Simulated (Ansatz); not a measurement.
```yaml
crystal:
  periodic: [false, false, false]
  atoms:
    - {symbol: C, position_ang: [-0.200620, 0.895324, -0.920819]}
    - {symbol: Si, position_ang: [0.221545, -0.748985, -0.165874]}
    - {symbol: P, position_ang: [0.789226, -0.957875, 1.960403]}
    - {symbol: S, position_ang: [-1.136929, -1.623011, 1.182912]}
    - {symbol: H, position_ang: [-0.877367, 0.760874, -1.768184]}
    - {symbol: H, position_ang: [-0.687316, 1.534284, -0.182510]}
    - {symbol: H, position_ang: [0.702355, 1.394111, -1.281513]}
    - {symbol: H, position_ang: [0.867761, -1.684733, -1.114552]}
    - {symbol: H, position_ang: [0.409844, 0.383710, 2.273138]}
basis:
  gaussian: {orbitals: STO-3G, fitting: {mean_field: def2-universal-jkfit}}
total_charge: -1
magnetization: {spin_polarized: true, initial_magnetization: 1}
hamiltonian: {xc: {name: HF}}
correlation: {active_space: {window: {electrons: 6, orbitals: 2}}}
```

```sh
$ ansatz run in.yaml --threads 2 --pin off --events-out ev --progress --plain --max-ram 4352MiB
```

Shortened log:

```
Error: invalid value for `correlation.active_space`: it starts from restricted Hartree–Fock orbitals; set hamiltonian.xc: hf without magnetization.spin_polarized
```
